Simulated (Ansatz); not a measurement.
Stepwise reaction of `C[O][Sn][O]C` with water, as a gas-phase model of exchange steps in deposition or etching. ΔE in kJ/mol; ΔG adds harmonic PBE0-D4 terms to CCSD(T)/CBS, at 1 bar.

Calculated with Ansatz (gas phase, PBE0-D4/def2-TZVP geometries, no zero-point term in ΔE). CBS: MP2 limit from def2 TZ/QZ plus the TZ coupled-cluster correction, frozen cores. This one scheme is used for every species. DFT in def2-TZVPP. B3LYP here is the variant with VWN-RPA as its local correlation; programs differ in this. def2 core potentials past Kr. For Sn outer-core shells are correlated without core-valence functions, which leaves a few kJ/mol of doubt a bond. Each species was taken in one conformer, which may not be the lowest.

```
step                                       reaction  PBE-D4  B3LYP-D4  ωB97M-V  CCSD(T)/CBS  ΔG(500 K)
   2  `C[O][Sn][OH]` + H₂O → `[OH][Sn][OH]` + CH₃OH    -1.2      -0.1     -3.2         -0.2        1.4
```

(1) Give the row of step 1, `C[O][Sn][O]C` + H₂O → `C[O][Sn][OH]` + CH₃OH. (Estimate.)

(2) By hand: ΔE of the 2 steps together at CCSD(T)/CBS.

## Answers

(1) Ansatz gave: 
| step | reaction | PBE-D4 | B3LYP-D4 | ωB97M-V | CCSD(T)/CBS | ΔG(500 K) |
| --- | --- | --- | --- | --- | --- | --- |
| 1 | `C[O][Sn][O]C` + H₂O → `C[O][Sn][OH]` + CH₃OH | -6.0 | -3.7 | -8.5 | -3.5 | -9.1 |

(2) (-3.5) + (-0.2) = -3.7 kJ/mol, or -1.9 kJ/mol a step.

In ΔE the steps differ by no more than 3.3 kJ/mol. ΔG lies between -9.1 and 1.4 kJ/mol a step. PBE-D4 differs from CCSD(T)/CBS by -2.5 to -1.0 kJ/mol a step. Isolated molecules leave out the surface, adducts and barriers. Largest T1 diagnostic: 0.018.
